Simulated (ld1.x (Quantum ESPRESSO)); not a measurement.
# ruthenium (Ru): excitation energies, all-electron against TM

ld1.x (Quantum ESPRESSO) 7.5 input, shortened:

```
&input
   title='Ru', zed=44., rel=1, dft='PBE', iswitch=3,
   config='[Kr] 4d7.5 4f-2 5s0.5 5p0'
 /
 &inputp
   pseudotype=2, tm=.true., lloc=1,
   nlcc=.true., rcore=1.45
 /
4
5S  1  0   0.50   0.00  2.85  2.85  0.0
4D  3  2   7.50   0.00  2.00  2.00  0.0
4F  4  3  -2.00   0.25  2.50  2.50  0.0
4P  2  1   6.00   0.00  1.75  1.75  0.0
 &test
   configts(1)='4p6 4d7.5 5s0.5 5p0'
 /
```

Energies are relative to the spin-unpolarised reference configuration 4p6 4d7.5 5s0.5 5p0; without spin polarisation the order of configurations can differ from experiment. The frozen-core shift is the all-electron ΔE with the core orbitals held at their reference shape minus the fully relaxed ΔE.

```
valence configuration  charge  ΔE all-electron (eV)  error AE − PS (meV)  frozen-core shift (meV)
      4p6 4d7 5s1 5p0       0                 0.317                 -2.9                     -0.8
      4p6 4d7 5s0 5p0      +1                 7.610                 -0.9                     +0.4
      4p6 4d6 5s0 5p0      +2                25.796                 +8.3                     +7.6
      4p6 4d6 5s1 5p0      +1                10.429                  -12                     +4.8
      4p6 4d4 5s0 5p0      +4               100.931                  +43                     +151
      4p6 4d8 5s0 5p0       0                -0.015                 -3.5                     +1.9
```

Problem. What are ΔE and the potential's error for 4p6 4d7 5s0.5 5p0?

Solution. ΔE = 3.181 eV all-electron; the error (AE − PS) is +0.5 meV.

These tests converged, but a pseudo level misses the all-electron one widely, so the file describes the atom poorly there or has found another state: 4p6 4d4 5s0 5p0: empty 5s by 8.7 eV (a node warning on the way). A variational frozen-core shift is positive and of second order in the change. This column holds negative values, so the frozen-core run of ld1.x carries numerical noise or an error of first order here, and the column gives no more than the rough size of the effect.

Note: ghost state, extra bound levels that the all-electron valence spectrum of the same l lacks: s at -46.8 eV. A true bound ghost makes a file unfit for plane-wave use.
